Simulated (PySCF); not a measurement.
PySCF 2.14 output of an unrestricted PBE0 calculation on a single atom or ion in aug-cc-pVDZ-DK, with scalar relativity by spin-free X2C-1e:

```
SCF conv_tol = 1e-09
number electrons alpha = 2  beta = 1
    C. Adamo and V. Barone.,  J. Chem. Phys. 110, 6158 (1999)
    M. Ernzerhof and G. E. Scuseria.,  J. Chem. Phys. 110, 5029 (1999)
cycle= 1 E= -22.5228213868283  delta_E= -0.000522  |g|= 0.00194  |ddm|= 0.0512
cycle= 2 E= -22.5228303291557  delta_E= -8.94e-06  |g|= 0.0004  |ddm|= 0.00652
cycle= 3 E= -22.5228307406772  delta_E= -4.12e-07  |g|= 3.77e-06  |ddm|= 0.00171
cycle= 4 E= -22.5228307407095  delta_E= -3.22e-11  |g|= 3.22e-08  |ddm|= 1.53e-05
converged SCF energy = -22.5228307407095  <S^2> = 0.75000005  2S+1 = 2
```

The run itself started from symmetry-adapted Hartree-Fock orbitals and held the occupation by maximum overlap, on a logarithmic radial grid, so the iterations belong to that start.

Question: Which element, charge and spin multiplicity is this?

Answer: B(2+) (boron, charge +2), multiplicity 2; the state was [He] 3d1, 2D determinant (an excited configuration).

The outer electron is Rydberg-like, and this basis confines it to a smaller radius and binds it less than a complete one would.
